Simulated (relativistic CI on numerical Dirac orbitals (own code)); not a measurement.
Ni³⁺ in a cubic cluster: 3p photoemission with charge transfer

Computed with a charge-transfer multiplet model of a cubic metal-ligand cluster with up to 3 ligand holes, Slater and spin-orbit integrals from Dirac-Coulomb-Breit ions, Slater integrals scaled by 0.8. The ground state mixes d7 with configurations of k ligand holes L, whose averages lie at kΔ + k(k − 1)U_dd/2; a core hole lowers each added d electron by U_cd. 300 K, Lorentzian 0.9 eV and Gaussian 0.8 eV FWHM.

Atomic integrals in eV (Slater integrals scaled, ζ unscaled), ground: F2dd 10.578, F4dd 6.603, zeta_d 0.089; with the core hole: F2dd 11.372, F4dd 7.136, zeta_d 0.097, zeta_core 1.496, F2cd 11.943, G1cd 14.680, G3cd 9.010.

Cluster parameters (eV): Δ = -0.7, U_cd = 9.1, 10Dq = 0.4, 10Dq(ligand) = 0.8, V(eg) = 1.45, V(t2g) = -0.77, final-state hopping factor = 1.

```tsv
Case	n_d	d7	d8L	d9L2	d10L3	S
U_dd = 6 eV	7.54	0.49	0.48	0.03	0.00	1.49
U_dd = 6.7 eV	7.53	0.50	0.48	0.03	0.00	1.49
U_dd = 8.1 eV	7.51	0.51	0.47	0.02	0.00	1.50
U_dd = 9.5 eV	7.50	0.52	0.47	0.02	0.00	1.50
U_dd = 10.2 eV	7.49	0.52	0.46	0.01	0.00	1.50
```

Weights, n_d and S are thermal averages at 300 K. Binding energies count from the first peak over 30 % of the highest in each spectrum, which can be another peak from case to case. The parameters are a model scan and need not match a compound or its usual spin state. Peaks in eV (height, largest 100):
- U_dd = 6 eV: 0.0 (100), 5.6 (92), 8.5 (75), 10.6 (70), 14.3 (69), 20.3 (63), 27.9 (10), 30.8 (35)
- U_dd = 6.7 eV: 0.0 (100), 5.7 (93), 8.6 (68), 10.4 (63), 11.1 (64), 13.9 (65), 19.9 (57), 27.5 (9), 30.4 (33)
- U_dd = 8.1 eV: 0.0 (100), 5.9 (95), 9.3 (63), 11.2 (51), 13.5 (56), 19.4 (46), 27.0 (9), 29.9 (30)
- U_dd = 9.5 eV: 0.0 (100), 6.0 (91), 9.2 (63), 13.2 (54), 19.0 (42), 26.7 (9), 29.6 (30)
- U_dd = 10.2 eV: 0.0 (100), 6.1 (86), 9.1 (63), 13.1 (54), 16.2 (26), 18.9 (42), 26.6 (9), 29.5 (30)

Curve for U_dd = 8.1 eV (points under 2 left out, the grid thinned):

```tsv
E (eV)	Intensity
-4.0	3.0
-3.1	4.6
-2.2	8.4
-1.4	20.1
-0.5	77.1
0.4	87.3
1.2	62.9
2.1	42.9
3.0	31.6
3.9	38.4
4.8	57.9
5.6	90.2
6.5	78.6
7.4	55.4
8.2	49.0
9.1	62.4
10.0	53.1
10.9	49.3
11.8	44.4
12.6	44.5
13.5	56.3
14.4	43.6
15.2	29.6
16.1	19.0
17.0	18.9
17.9	22.2
18.8	36.4
19.6	45.2
20.5	31.7
21.4	20.9
22.2	13.9
23.1	7.4
24.0	5.2
24.9	3.6
25.8	3.7
26.6	7.3
27.5	7.4
28.4	9.7
29.2	24.8
30.1	29.9
31.0	13.2
31.9	3.9
32.8	2.3
33.6	2.9
34.5	2.0
```

For the case U_dd = 8.1 eV, Δ = -0.7 eV is smaller than U_dd = 8.1 eV, the charge-transfer side of the Zaanen-Sawatzky-Allen scheme (negative Δ: between configuration averages a ligand hole costs less than the nominal valence; multiplet and field energies can change this for the lowest states). With the core hole the average of the configuration with one ligand hole lies at Δ − U_cd = -9.8 eV before mixing: it lies below the unscreened one, so the lowest final states are mostly screened and the unscreened weight appears at higher binding energy as a satellite.
